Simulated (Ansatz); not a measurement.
Born–Oppenheimer molecular dynamics of a periodic cell of 12 atoms, O (contents 6 O2, density as packed 1.26 g/cm³ with natural masses). It goes on from the last frame of an earlier run, with new velocities.

Method: Ansatz, DFT PBE-D3(BJ), scalar-relativistic, plane waves, PAW. Settings: cutoff 420 eV, k mesh 1x1x1, fermi-dirac smearing 0.05 eV, spin collinear.

- ensemble: NVT, Langevin thermostat
- time step: 1 fs
- steps asked: 270
- set temperature: 300 K
- friction: 0.05 /fs
- seed: 729024

First frame:

```xyz
12
Lattice="6.3314 0.0000 0.0000 0.0000 6.3314 0.0000 0.0000 0.0000 6.3314" Properties=species:S:1:pos:R:3
O 0.646 -0.183 4.861
O 0.452 -0.527 3.709
O 3.978 3.428 2.433
O 2.959 4.054 2.168
O 1.253 2.699 3.577
O 1.428 3.424 4.543
O 5.465 1.106 1.367
O 4.571 0.259 1.115
O 3.514 0.531 4.688
O 3.869 -0.546 4.281
O 5.996 4.130 6.875
O 5.313 3.684 5.952
```

Task: What does the run give?

Result: The run went to its last step.

| Property | Result |
| --- | --- |
| steps done | 270 |
| time covered | 270 fs |
| mean temperature over the second half | 298 K |
| spread of the potential energy over the second half | 5.8 meV per atom |
| mean potential energy of the second half above the start | 10.2 meV per atom |

A run of 0.27 ps of so small a system gives no equilibrium averages. Limits of this set-up: coarse k mesh.

Task: What happens to the structure?

Result: Mean squared displacements from the first frame to the last, about the centre of mass: O 0.21 Å². Another seed would give other details.

Task: How do temperature and energy run in time?

Result: 
```
time (fs)  T (K)  potential energy less start (eV)
      0.0    275                             0.000
     13.0    368                            -0.044
     26.0    172                             0.016
     39.0    262                            -0.064
     52.0    271                            -0.061
     65.0    246                            -0.072
     78.0    328                            -0.109
     91.0    311                             0.010
    104.0    419                             0.003
    117.0    320                             0.039
    130.0    391                             0.079
    143.0    384                             0.072
    156.0    298                             0.081
    169.0    284                             0.059
    182.0    268                             0.125
    195.0    272                             0.076
    208.0    348                             0.050
    221.0    220                             0.050
    234.0    255                             0.168
    247.0    258                             0.249
    260.0    350                             0.240
```

Run time: 12 min on 1 CPU thread of a shared host.
